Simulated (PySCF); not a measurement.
Input and output of a TDDFT job on `c1c[c]([GeH2][PH2])sc1`.

The calculation used TDDFT PBE0/def2-SVPD, vertical, gas phase, core orbitals frozen in the response (PySCF 2.14.0, density-fitted response routines).

Input of the driver that calls PySCF (job settings, then Cartesian coordinates in Å):

```
{"job": {"kind": "uv", "xc": "PBE0", "basis": "def2-SVPD", "nstates": 6, "ntriplets": 2}, "charge": 0, "multiplicity": 1}
P     -3.2588     0.4041     0.4761
Ge    -1.6604    -0.6139    -0.8285
C      0.1673    -0.1332    -0.3716
C      1.0943    -0.8473     0.3258
C      2.3070    -0.1521     0.5213
C      2.2841     1.0909    -0.0220
S      0.7833     1.4296    -0.7832
H     -2.5477     0.1505     1.6433
H     -2.6687     1.6530     0.3228
H     -1.7439    -2.1154    -0.7157
H     -1.8782    -0.2916    -2.2846
H      0.9098    -1.8478     0.6797
H      3.1546    -0.5610     1.0423
H      3.0567     1.8339    -0.0280
```

The self-consistent field part of the output:

```
coarse grid: 58168 points
cycle   1  E = -2971.8272661957  dE =  4.067e-01  |g| = 4.754e-01  |ddm| = 6.647e+00
cycle   2  E = -2971.7908642862  dE =  3.640e-02  |g| = 6.141e-01  |ddm| = 2.070e+00
cycle   3  E = -2971.8652089318  dE = -7.434e-02  |g| = 9.984e-02  |ddm| = 1.574e+00
cycle   4  E = -2971.8680595606  dE = -2.851e-03  |g| = 3.143e-02  |ddm| = 3.560e-01
cycle   5  E = -2971.8682826146  dE = -2.231e-04  |g| = 8.372e-03  |ddm| = 8.797e-02
cycle   6  E = -2971.8683009605  dE = -1.835e-05  |g| = 2.910e-03  |ddm| = 2.674e-02
cycle   7  E = -2971.8683030536  dE = -2.093e-06  |g| = 5.640e-04  |ddm| = 6.420e-03
final grid: 119152 points
cycle   8  E = -2971.8682762492  dE =  1.099e-07  |g| = 9.901e-04  |ddm| = 1.133e-02
cycle   9  E = -2971.8682754765  dE =  7.727e-07  |g| = 1.937e-03  |ddm| = 6.145e-03
cycle  10  E = -2971.8682765117  dE = -1.035e-06  |g| = 1.536e-04  |ddm| = 4.210e-03
cycle  11  E = -2971.8682765181  dE = -6.384e-09  |g| = 1.543e-05  |ddm| = 2.967e-04
cycle  12  E = -2971.8682765181  dE = -5.775e-11  |g| = 5.906e-06  |ddm| = 5.959e-05
converged SCF energy = -2971.8682765181
```

Question: What follows in the output?

Answer: 
```
Static polarisability (au): isotropic 120.999, principal 97.020 113.591 152.385

Singlet excitations
state   eV       nm        f      main configurations
  1   5.3423    232.1   0.25054   H->L 0.94
  2   5.7330    216.3   0.07050   H-1->L 0.83
  3   5.9375    208.8   0.00293   H->L+1 0.47, H->L+2 0.44
  4   6.1473    201.7   0.00102   H-2->L 0.62, H->L+2 0.16, H->L+1 0.16
  5   6.1889    200.3   0.04186   H->L+1 0.34, H-2->L 0.29, H->L+2 0.20
  6   6.3007    196.8   0.00053   H-1->L+2 0.64, H-1->L+1 0.16, H-1->L+3 0.14

Triplet excitations (Tamm-Dancoff, eV): 3.6823 4.4816
```

The SCF starts on a coarse grid; the energy jumps when the final grid takes over, and dE counts afresh there. The run used 225 basis functions and 12 SCF iterations for the ground state.

Hardware: one thread of an Arm Neoverse V2, shared host with 32 logical CPUs at a one-minute load of 20. Cost: 46 s (grids of density and orbitals included), 0.91 GiB resident at most.

Question: What transition dipole does the oscillator strength of state 1, the strongest, imply?

Answer: From f = (2/3)·ΔE·|μ|² in atomic units, ΔE = 0.1963 Eh and f = 0.2505 give |μ| = 1.38 au (3.52 D).

Geometry: GFN2-xTB, one conformer, isolated molecule. The PBE0/def2-SVPD calculation is non-relativistic and has no spin–orbit coupling, an omission that weighs most on germanium.
